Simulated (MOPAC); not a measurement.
MOPAC input (PM7):

```
PM7 PRECISE GNORM=0.05 LET XYZ UHF MS=0.5 GEO-OK AUX(PRECISION=9) THREADS=1
H4AsSi

Si   -1.53619033 1    0.29221664 1   -0.40696884 1
As    0.71875004 1   -0.13014525 1    0.20687279 1
H    -1.78935326 1    1.75630085 1   -0.29774002 1
H    -2.42810929 1   -0.40119054 1    0.56423249 1
H     1.29611773 1    0.41542681 1   -1.09383569 1
H     0.70925816 1   -1.56677673 1   -0.30189512 1
```

Output:

```
 *******************************************************************************
 **                                                                           **
 **                              MOPAC v23.2.5                                **
 **                                                                           **
 *******************************************************************************
 ** MOPAC's Digital Object Identifier: https://doi.org/10.5281/zenodo.6511958 **
 **                                                                           **
 ** Please cite the open-source release paper for use of this MOPAC version:  **
 ** J. E. Moussa and J. J. P. Stewart (2026)                                  **
 ** MOPAC: An open-source semiempirical molecular orbital program             **
 ** J. Open Source Softw., 11(119), 8025, https://doi.org/10.21105/joss.08025 **
 *******************************************************************************

                              PM7 CALCULATION RESULTS

 *******************************************************************************
 *  PM7        - The PM7 Hamiltonian to be used
 *  GEO-OK     - OVERRIDE INTERATOMIC DISTANCE AND OTHER SAFETY CHECKS
 *  UHF        - UNRESTRICTED HARTREE-FOCK CALCULATION
 *  MS=        - IN MECI, MAGNETIC COMPONENT OF SPIN =  0.5
 *  LET        - OVERRIDE SOME SAFETY CHECKS
 *  PRECISE    - TIGHTER CRITERIA TO BE USED
 *  XYZ        - CARTESIAN COORDINATE SYSTEM TO BE USED
 *  GNORM      - EXIT WHEN GRADIENT NORM DROPS BELOW 0.050
 *  AUX        - OUTPUT AUXILIARY INFORMATION
 *******************************************************************************
PM7 PRECISE GNORM=0.05 LET XYZ UHF MS=0.5 GEO-OK AUX(PRECISION=9) THREADS=1
 H4AsSi

   ATOM   CHEMICAL          X               Y               Z
  NUMBER   SYMBOL      (ANGSTROMS)     (ANGSTROMS)     (ANGSTROMS)

     1      Si         -1.53619033  *   0.29221664  *  -0.40696884  *
     2      As          0.71875004  *  -0.13014525  *   0.20687279  *
     3       H         -1.78935326  *   1.75630085  *  -0.29774002  *
     4       H         -2.42810929  *  -0.40119054  *   0.56423249  *
     5       H          1.29611773  *   0.41542681  *  -1.09383569  *
     6       H          0.70925816  *  -1.56677673  *  -0.30189512  *

          CARTESIAN COORDINATES

    NO.       ATOM           X           Y           Z

     1        Si         -1.5362      0.2922     -0.4070
     2        As          0.7188     -0.1301      0.2069
     3         H         -1.7894      1.7563     -0.2977
     4         H         -2.4281     -0.4012      0.5642
     5         H          1.2961      0.4154     -1.0938
     6         H          0.7093     -1.5668     -0.3019

 General Reference for PM7:
 "Optimization of Parameters for Semiempirical Methods VI: More Modifications to the
 NDDO Approximations and Re-optimization of Parameters", J. J. P. Stewart, J. Mol. Mod., 1:32, 19 (2013)
 https://link.springer.com/article/10.1007/s00894-012-1667-x

           Empirical Formula: H4 Si As  =     6 atoms

      MOLECULAR POINT GROUP   :   Cs

          UHF CALCULATION, NO. OF ALPHA ELECTRONS =    7
                           NO. OF BETA  ELECTRONS =    6

          Geometry optimization using EF

          DIAGONAL MATRIX USED AS START HESSIAN

 CYCLE:     1  GRAD.:    76.558 HEAT:-0.5897307
 CYCLE:     2  GRAD.:    54.942 HEAT: -6.417682
 CYCLE:     3  GRAD.:    76.616 HEAT: -8.357352
 CYCLE:     4  GRAD.:    30.249 HEAT: -12.49322
 CYCLE:     5  GRAD.:    10.019 HEAT: -13.51102
 CYCLE:     6  GRAD.:     6.711 HEAT: -13.80858
 CYCLE:     7  GRAD.:     6.158 HEAT: -13.91404
 CYCLE:     8  GRAD.:     2.878 HEAT: -13.96201
 CYCLE:     9  GRAD.:     2.736 HEAT: -13.99502
 CYCLE:    10  GRAD.:     1.292 HEAT: -14.01302
 CYCLE:    11  GRAD.:     0.446 HEAT: -14.01484
 CYCLE:    12  GRAD.:     0.297 HEAT: -14.01550
 CYCLE:    13  GRAD.:     0.201 HEAT: -14.01566
 CYCLE:    14  GRAD.:     0.211 HEAT: -14.01567
 CYCLE:    15  GRAD.:     0.178 HEAT: -14.01568
 CYCLE:    16  GRAD.:     0.035 HEAT: -14.01570

     GRADIENT =  0.03469 IS LESS THAN CUTOFF =  0.05000

 -------------------------------------------------------------------------------
 PM7 PRECISE GNORM=0.05 LET XYZ UHF MS=0.5 GEO-OK AUX(PRECISION=9) THREADS=1
 H4AsSi

     GEOMETRY OPTIMISED USING EIGENVECTOR FOLLOWING (EF).
     SCF FIELD WAS ACHIEVED

                              PM7 CALCULATION
                                                       MOPAC v23.2.5 Linux

          FINAL HEAT OF FORMATION =        -14.01570 KCAL/MOL =     -58.64167 KJ/MOL

          COSMO AREA              =        107.59 SQUARE ANGSTROMS
          COSMO VOLUME            =         96.62 CUBIC ANGSTROMS

          GRADIENT NORM           =          0.03469          =       0.01416 PER ATOM
          IONIZATION POTENTIAL    =          8.738514 EV
          ALPHA SOMO LUMO (EV)    =         -8.739 -1.319
          BETA  SOMO LUMO (EV)    =         -9.487 -1.347
          NO. OF ALPHA ELECTRONS  =          7
          NO. OF BETA  ELECTRONS  =          6
          MOLECULAR WEIGHT        =        107.0387         POINT GROUP:  Cs

          MOLECULAR DIMENSIONS (Angstroms)

            Atom       Atom       Distance
            H     6    H     3     4.22855
            H     5    H     4     3.93638
            H     4   As     2     0.80955

          SCF CALCULATIONS        =         17

   ATOM   CHEMICAL          X               Y               Z
  NUMBER   SYMBOL      (ANGSTROMS)     (ANGSTROMS)     (ANGSTROMS)

     1      Si         -1.47909490  *   0.36128589  *  -0.19177668  *
     2      As          0.69810602  *  -0.14381929  *   0.15734757  *
     3       H         -1.90150020  *   1.64664231  *  -0.69794210  *
     4       H         -2.54834114  *  -0.53815232  *   0.17493726  *
     5       H          1.36526430  *   0.46489939  *  -1.07334742  *
     6       H          0.74908428  *  -1.61633534  *  -0.24184158  *

                             CARTESIAN COORDINATES

   1   Si       -1.479094896     0.361285885    -0.191776681
   2   As        0.698106023    -0.143819291     0.157347573
   3    H       -1.901500196     1.646642311    -0.697942096
   4    H       -2.548341138    -0.538152318     0.174937258
   5    H        1.365264300     0.464899393    -1.073347416
   6    H        0.749084275    -1.616335338    -0.241841577

           Empirical Formula: H4 Si As  =     6 atoms

      MOLECULAR POINT GROUP   :   Cs

          ALPHA EIGENVALUES
 -19.16064 -16.53398 -14.37450 -12.56607 -12.52712 -10.27768  -8.73851  -1.31909
  -1.21051  -1.01413  -0.98995  -0.92667   1.48818   2.77095   3.59635   3.87607
   6.63288  19.91044  20.18710  20.39061  20.80446  21.19203

           BETA EIGENVALUES
 -19.09701 -16.24532 -14.33834 -12.57441 -12.53946  -9.48681  -1.34734  -1.18309
  -1.11300  -0.91579  -0.87750  -0.65311   1.53887   2.76034   3.64977   3.89955
   7.18801  20.17166  20.42534  20.65037  20.86399  21.24135

              NET ATOMIC CHARGES AND DIPOLE CONTRIBUTIONS

  ATOM NO.   TYPE          CHARGE      No. of ELECS.   s-Pop       p-Pop       d-Pop
    1         Si          -0.076519        4.0765     0.88719     3.08548     0.10385
    2         As          -0.193293        5.1933     1.57387     3.36164     0.25778
    3          H           0.035035        0.9650     0.96496
    4          H           0.035035        0.9650     0.96497
    5          H           0.099871        0.9001     0.90013
    6          H           0.099871        0.9001     0.90013
 DIPOLE           X         Y         Z       TOTAL
 POINT-CHG.     0.161    -0.365    -0.795     0.889
 HYBRID         0.091    -0.106    -0.197     0.241
 SUM            0.252    -0.471    -0.991     1.126

          ATOMIC ORBITAL ELECTRON POPULATIONS

     Atom    s        px        py        pz      x^2-y^2     xz        z^2       yz        xy
    1 Si   0.88719   1.00966   1.05463   1.02119   0.03030   0.01939   0.01214   0.00896   0.03306
    2 As   1.57387   1.06554   1.01923   1.27687   0.08113   0.10048   0.03183   0.03488   0.00946
    3  H   0.96496
    4  H   0.96497
    5  H   0.90013
    6  H   0.90013

                    (SZ)    =    0.500000
                    (S**2)  =    0.855364

          ATOMIC ORBITAL SPIN POPULATIONS

    Atom   Total    s     px     py     pz   x^2-y^2  xz     z^2    yz     xy
         Atomic
    1 Si  0.9480  0.027  0.007  0.128  0.790 -0.000 -0.002 -0.001 -0.001 -0.000
    2 As  0.0422  0.014  0.039 -0.025 -0.036  0.012  0.035  0.002  0.000  0.000
    3  H -0.0136 -0.014
    4  H -0.0136 -0.014
    5  H  0.0185  0.018
    6  H  0.0185  0.018

 **********************
 *                    *
 * JOB ENDED NORMALLY *
 *                    *
 **********************

 == MOPAC DONE ==
```

The geometry given is a B3LYP-D3(BJ)/def2-TZVP minimum.

The determinant is spin-contaminated: <S^2> is 0.86 against 0.75 for a pure state.
